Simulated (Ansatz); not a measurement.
OH-, closed-shell singlet (the spin of the measured ground state), most abundant isotopes (1.0078 and 15.9949 u). Constants from fifth-degree fits in 1/R to seven points on the lowest solution found; no spin–orbit coupling, no relativity up to Kr; ω_e x_e and α_e move by some per cent with the fit.

Correlated levels freeze the cores. CBS(a, b) extrapolates the correlation energy as X⁻³ and adds the Hartree–Fock energy of set b.

The values were computed with Ansatz (Gaussian orbitals). Values without a source in brackets are computed.

| level | r_e (Å) | ω_e (cm⁻¹) | ω_e x_e (cm⁻¹) | α_e (cm⁻¹) |
|---|---|---|---|---|
| PBE/def2-TZVPP | 0.9770 | 3575.1 | 91.9 | 0.794 |
| CCSD(T)/CBS(aug-cc-pVQZ, aug-cc-pV5Z) | 0.9644 | 3751.1 | 92.7 | 0.772 |

### Question
Derive the rotational constants, the centrifugal constant, the fundamental, the zero-point energy and the force constant.

### Answer

μ = 0.94809 u.
- PBE/def2-TZVPP: B_e = 16.8576/(μ r_e²) = 18.629 cm⁻¹; B₀ = B_e − α_e/2 = 18.232 cm⁻¹; D = 4B_e³/ω_e² = 2.02e-03 cm⁻¹; fundamental ω_e − 2ω_e x_e = 3391 cm⁻¹; zero-point energy ω_e/2 − ω_e x_e/4 = 1765 cm⁻¹; k = μ(2πcω_e)² = 714 N/m; the line J = 1 ← 0 at 2B₀ = 1093 GHz
- CCSD(T)/CBS(aug-cc-pVQZ, aug-cc-pV5Z): B_e = 16.8576/(μ r_e²) = 19.116 cm⁻¹; B₀ = B_e − α_e/2 = 18.730 cm⁻¹; D = 4B_e³/ω_e² = 1.99e-03 cm⁻¹; fundamental ω_e − 2ω_e x_e = 3566 cm⁻¹; zero-point energy ω_e/2 − ω_e x_e/4 = 1852 cm⁻¹; k = μ(2πcω_e)² = 786 N/m; the line J = 1 ← 0 at 2B₀ = 1123 GHz

Ansatz is a quantum-chemistry and plane-wave program.
